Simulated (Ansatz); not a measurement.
`O[Si]1(Cl)CO1` + silanol → `[SiH3]O[Si]1(Cl)CO1` + H₂O  (ligand exchange at the Si–O bond)

Isolated molecules relaxed with PBE0-D4/def2-TZVP in Ansatz; ΔE leaves out vibrations. CCSD(T)/CBS is the MP2 limit (def2-TZVPP, def2-QZVPP) plus CCSD(T) − MP2 in def2-TZVPP, frozen cores. This one scheme is used for every species. One conformer a species, not always the lowest.

```json
{"species": "`O[Si]1(Cl)CO1`", "CCSD/CBS(def2) energy (Eh)": "-939.11156"}
{"species": "`O[SiH3]`", "CCSD/CBS(def2) energy (Eh)": "-366.67836"}
{"species": "`[SiH3]O[Si]1(Cl)CO1`", "CCSD/CBS(def2) energy (Eh)": "-1229.42636"}
{"species": "H₂O", "CCSD/CBS(def2) energy (Eh)": "-76.37179"}
```

Question: Work out ΔE.

Answer: ΔE = (-1229.42636) + (-76.37179) − (-939.11156) − (-366.67836) = -0.00823 Eh = -0.22 eV. CCSD(T)/CBS gives -0.22 eV.

Largest T1 diagnostic among the species: 0.012.

The D4 term adds −0.08 eV with B3LYP and −0.05 eV with PBE0; it sums over pairs of atoms, weighted by their polarisabilities, and B3LYP, whose exchange is more repulsive, gets the larger term. From PBE to PBE0 (25 % exact exchange), in def2-TZVPP and without D4, ΔE moves by −0.03 eV.

B3LYP here is the variant with VWN-RPA as its local correlation; programs differ in this.
